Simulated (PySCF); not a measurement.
The vertical singlet excitations below were computed for one of the candidates. Theory: TDDFT CAM-B3LYP/def2-SVPD, vertical, gas phase, core orbitals frozen in the response in PySCF 2.14.0, density-fitted response routines. Geometries: GFN2-xTB, one conformer each.

| state | E (eV) | f |
| --- | --- | --- |
| S1 | 4.32 | 0.108 |
| S2 | 4.95 | 0.033 |
| S3 | 5.49 | 0.0014 |
| S4 | 5.97 | 0.027 |
| S5 | 5.98 | 0.067 |
| S6 | 6.24 | 0.0012 |
| S7 | 6.57 | 0.019 |
| S8 | 6.72 | 0.041 |

Orbital energies (eV): HOMO-3 -10.91, HOMO-2 -10.78, HOMO-1 -9.13, HOMO -6.37, LUMO 0.69, LUMO+1 1.10, LUMO+2 1.75.

Task: Which structure fits? All have the formula C6H13P.
A. `CP1CCCCC1`
B. `C=C(C)P(=C)(C)C`
C. `PC1CCCCC1`
D. `[H]/P=C(\C)C(C)(C)C`

Result: B. Its S1, at 4.32 eV, is the lowest among the candidates; the nearest of the others has S1 at 4.77 eV. S1 is HOMO→LUMO (96%). Löwdin shares by element: HOMO carbon 54% or more, phosphorus 16%, hydrogen 15% or more; LUMO carbon 61% or more, hydrogen 13% or more (atoms not listed hold the other 26%). At the same level the other candidates give, for their lowest levels:
- `CP1CCCCC1`: 6.47 eV (f 0.096); 6.65 eV (f 0.094); 6.72 eV (f 0.009); 7.15 eV (f 0.179); 7.63 eV (f 0.004); T1 5.46 eV; HOMO -7.74, LUMO 1.46 eV
- `[H]/P=C(\C)C(C)(C)C`: 4.77 eV (f 0.007); 5.26 eV (f 0.262); 6.44 eV (f 0.003); 6.52 eV (f 0.023); 7.02 eV (f 0.010); T1 2.73 eV; HOMO -8.05, LUMO -0.14 eV
- `PC1CCCCC1`: 6.57 eV (f 0.074); 7.17 eV (f 0.050); 7.35 eV (f 0.116); 7.80 eV (f 0.049); 7.97 eV (f 0.011); T1 5.50 eV; HOMO -8.45, LUMO 1.24 eV

Shape of the structure used: `[CH2:1]=[C:2]([CH3:3])[P:4](=[CH2:5])([CH3:6])[CH3:7]`: C1–C2–P4–C5 -97°.
Triplets come from the Tamm–Dancoff approximation.
